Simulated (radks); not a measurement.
Values are calculated unless marked as measured or tabulated.
Neutral cobalt inside a hard spherical wall (all orbitals vanish at R), configuration held at [Ar] 3d7 4s2 and not refilled when levels cross. Code: a radial shooting solver on a logarithmic mesh with Libxc functionals. Model: scalar-relativistic Kohn-Sham, PBEsol, spin-unpolarised, spherical densities, finite nucleus; Fermi nuclear charge, rms radius 3.7875 fm. Eigenvalues in eV, with the zero of energy where the potential of the charges vanishes at infinity; a dash marks a level that is unbound or too diffuse for the functional's potential to be trusted. A positive occupied level is held by the wall or, in an anion where self-interaction has pushed it up, behind a barrier. The pressure on the wall is -dE/dV.

| R (bohr) | E (hartree) | kinetic (hartree) | e(3s) | e(3p) | e(3d) | e(4s) | e(4p, empty) | e(5s, empty) | pressure (GPa) |
|---|---|---|---|---|---|---|---|---|---|
| free | -1391.89698 | 1409.699 | -102.14 | -65.511 | -8.230 | -5.489 | -1.247 | - | 0 |
| 20 | -1391.89698 | 1409.699 | -102.14 | -65.511 | -8.230 | -5.489 | -1.247 | - | < 0.0001 |
| 15 | -1391.89697 | 1409.699 | -102.14 | -65.511 | -8.230 | -5.489 | -1.243 | 0.322 | < 0.0001 |
| 12 | -1391.89696 | 1409.699 | -102.13 | -65.508 | -8.228 | -5.488 | -1.220 | 0.808 | 0.000347 |
| 10 | -1391.89677 | 1409.701 | -102.12 | -65.491 | -8.211 | -5.473 | -1.142 | 1.664 | 0.00592 |
| 8 | -1391.89463 | 1409.718 | -101.99 | -65.365 | -8.088 | -5.362 | -0.828 | 3.865 | 0.103 |
| 6 | -1391.87134 | 1409.855 | -101.25 | -64.621 | -7.370 | -4.616 | 0.576 | 10.610 | 1.99 |
| 4 | -1391.59015 | 1411.013 | -97.113 | -60.525 | -3.449 | 0.776 | 8.358 | 38.979 | 59.6 |
| 3.5 | -1391.28864 | 1412.096 | -94.196 | -57.661 | -0.657 | 5.407 | 14.381 | 58.428 | 165 |
| 2.5 | -1388.98125 | 1419.692 | -80.457 | -44.196 | 13.397 | 34.358 | 48.785 | 156.15 | 1940 |
